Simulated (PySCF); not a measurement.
Species: C4H7FS2Si.
Numbering: `[F:1][Si@@H:2]1[CH2:3][C:4](=[S:5])[C@H:6]([SH:7])[CH2:8]1`

Geometry (GFN2-xTB, Å), atoms numbered from 1 in this order:
```xyz
15
C4H7FS2Si angstrom
F     -1.4196    0.0000    2.1902
Si    -1.2813   -0.5731    0.6828
C      0.4516   -1.3307    0.4513
C      1.0498   -0.5807   -0.6932
S      2.1071   -1.2284   -1.7384
C      0.5399    0.8175   -0.8241
S      1.4727    1.8717    0.3750
C     -0.9639    0.8515   -0.5417
H     -2.4338   -1.4185    0.4618
H      1.0610   -1.1646    1.3445
H      0.4910   -2.3999    0.2538
H      0.8065    1.2452   -1.7921
H      0.8740    1.3991    1.4689
H     -1.4955    0.6842   -1.4792
H     -1.2641    1.8346   -0.1813
```

Definitions: NICS(0) = −σiso at the ring centroid; NICS(1) = −σiso and NICS(1)zz = −σzz at ±1 Å along the ring normal z. Level: GIAO PBE0/pcSseg-1 (PySCF, non-relativistic, gas phase) on the GFN2-xTB geometry, one conformer.

Ring bond lengths (Å), with Mayer bond orders in brackets: Si2–C3 1.905 (0.88), C3–C4 1.493 (0.98), C4–C6 1.494 (0.91), C6–C8 1.530 (0.98), C8–Si2 1.905 (0.89).

Task: What do the NICS probes read (ppm)?

Result: 
```json
{"ring": "Si2–C3–C4–C6–C8", "type": "5-membered ring with Si; formal bonds all single", "NICS(0)": "0.3", "NICS(1), two faces": "-1.9 / -4.5", "NICS(1)zz, two faces": "-0.3 / -5.6", "rms pucker (Å)": "0.14", "centre to ring atoms, mean (Å)": "1.40"}
```

Task: What can be read from them?

Result: 
- Si2–C3–C4–C6–C8: mean NICS(1)zz -2.9 ppm, near zero. Si2, C3, C6, C8 have four or more neighbours, so the value isn't read as a sign of a π ring current. The two faces differ by 5.3 ppm, so no symmetry operation interchanges them.

Task: What is the mean of the two in-plane components of NICS at the first NICS(1) probe listed for ring Si2–C3–C4–C6–C8, 1 Å off the ring?

Result: The isotropic value is a third of the trace: (3 × -1.9 − (-0.3))/2 = -2.7 ppm.
